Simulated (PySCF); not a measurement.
**Ions at one geometry of [La(NH3)]3+**

PySCF 2.14.0, RKS PBE0, La def2-SVP with ECP46, N def2-SVP, H def2-SVP; non-relativistic Hamiltonian with scalar-relativistic core potentials where named; density fitting; no spin-orbit coupling; singlets restricted, open shells unrestricted. The geometry is relaxed for charge +3, singlet, vacuum:

```xyz
5

La    0.0000    0.0000   -0.2130
N     0.0000    0.0000    2.2648
H     0.9402    0.0000    2.7177
H    -0.4701    0.8142    2.7177
H    -0.4701   -0.8143    2.7177
```

Energies count from the relaxed state; an electron taken off or put on is at rest in vacuum. Charges and spins are Mulliken's.

```json
{"state": "charge +3, singlet, vacuum", "energy (eV)": "0.00", "spin squared": "0.00", "charge on La1 (e)": "2.50", "spin on La1 (e)": "0.00", "dipole about the centre of mass (D)": "3.10"}
{"state": "charge +4, doublet, vacuum", "energy (eV)": "29.47", "spin squared": "0.75", "charge on La1 (e)": "2.84", "spin on La1 (e)": "0.10", "dipole about the centre of mass (D)": "10.21"}
```

What does the state charge +2, doublet, vacuum give?

energy (eV) -17.04, spin squared 0.75, charge on La1 (e) 1.66, spin on La1 (e) 1.01, dipole about the centre of mass (D) 2.87.

With an electron taken off (doublet) the charges change, summed by element, by La +0.33 e, N +0.35 e, H +0.32 e. The vertical ionisation energy is 29.47 eV, against −ε(HOMO) = 26.64 eV of the relaxed state. The level lies 2.8 eV too high, as is usual for semilocal functionals and global hybrids, which keep a self-interaction error.

With an electron put on (doublet) the charges change, summed by element, by La -0.85 e, N -0.02 e, H -0.14 e. The vertical electron affinity is 17.04 eV, against −ε(LUMO) = 19.52 eV of the relaxed state.

Open shells may have lower solutions than those found.
